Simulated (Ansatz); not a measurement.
System: HSeO, charge 0, doublet. HSeO (SMILES [O][SeH], doublet).
B3LYP-D3(BJ)/def2-TZVP minimum from Ansatz (a quantum-chemistry and plane-wave program):
```xyz
3

Se    -0.2157     0.0706     0.2048
H     -1.3302     0.1492    -0.8021
O      1.0829    -0.3188    -0.7703
```
Charge 0, spin multiplicity 2.

Total energies in hartree (Ansatz). UHF or UKS for unpaired electrons; spin-orbit terms are left out. Cores are frozen in correlated methods (noble-gas shells, and filled d and f shells in the p block). No relativity. Where a partner has so few electrons that a lower coupled-cluster level is exact, that level stands in. The UHF reference of HOSe ([O][SeH], doublet) is spin-contaminated (<S^2> up to 0.03 over the pure value in the sets run).

```csv
species,HF/cc-pVTZ,CCSD(T)/cc-pVTZ,HF/cc-pVQZ,CCSD(T)/cc-pVQZ,CCSDT(Q)/cc-pVTZ
"1: HSeO (SMILES [O][SeH], doublet)",-2475.30133,-2475.71210,-2475.31210,-2475.75464,-2475.71501
2: Se (triplet),-2399.87209,-2399.99441,-2399.87500,-2400.00700,-2399.99510
3: H (doublet),-0.49981,-0.49981,-0.49995,-0.49995,-0.49981
4: O (triplet),-74.81176,-74.97396,-74.81729,-74.99357,-74.97430
```

Problem. Work out the atomisation energy (electronic, to ground-state atoms) in kcal/mol: take Hartree-Fock from cc-pVQZ, extrapolate the CCSD(T) correlation energy as X^-3 (X = 3, 4), and add CCSDT(Q) - CCSD(T) in cc-pVTZ. 1 hartree = 627.51 kcal/mol.

Solution. 
Species 1: correlation (64·(-0.44254) - 27·(-0.41077))/37 = -0.46572; step -0.00291; E1 = -2475.31210 + (-0.46572) + (-0.00291) = -2475.78073
Species 2: correlation (64·(-0.13200) - 27·(-0.12232))/37 = -0.13906; step -0.00069; E2 = -2399.87500 + (-0.13906) + (-0.00069) = -2400.01475
Species 3: correlation (64·(0.00000) - 27·(0.00000))/37 = 0.00000; step +0.00000; E3 = -0.49995 + (0.00000) + (+0.00000) = -0.49995
Species 4: correlation (64·(-0.17628) - 27·(-0.16220))/37 = -0.18655; step -0.00034; E4 = -74.81729 + (-0.18655) + (-0.00034) = -75.00418
-1·E1 +1·E2 +1·E3 +1·E4 = 0.26185 hartree = 164.3 kcal/mol.
